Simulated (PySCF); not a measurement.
System: C$_{2}$H$_{7}$OSi (charge 0, doublet). It need not be the lowest isomer of its formula. SMILES: C[Si](C)O
Geometry from a B3LYP-D3(BJ)/def2-TZVP (Ansatz) optimisation:
```xyz
11

Si     0.4203     0.0561    -0.0496
C     -0.2707    -1.2676    -1.2024
C     -0.5486     1.6542    -0.2055
O      0.2387    -0.4004     1.5440
H     -0.1879    -0.9503    -2.2440
H     -1.3283    -1.4411    -0.9778
H      0.2605    -2.2154    -1.0988
H     -1.5978     1.4773     0.0516
H     -0.5040     2.0373    -1.2266
H     -0.1584     2.4197     0.4660
H      0.6385    -1.2293     1.8192
```
Charge 0, spin multiplicity 2.

Dispersion corrections to the total energy (kcal/mol) from the dftd3 and dftd4 libraries through PySCF: D3(BJ) without and D4 with the three-body term, each with the damping fitted for the functional named.

```
functional  D3(BJ)      D4
----------  ------  ------
BP86         -7.90   -6.21
B2PLYP       -4.06   -3.25
BLYP        -10.53  -10.36
PW6B95           ?   -4.15
HF               ?  -16.91
CAM-B3LYP    -3.87       ?
HSE06        -3.24   -3.65
```

### Question
Fill in the missing entries.

### Answer

- PW6B95, D3(BJ): -2.53
- HF, D3(BJ): -40.05
- CAM-B3LYP, D4: -3.96
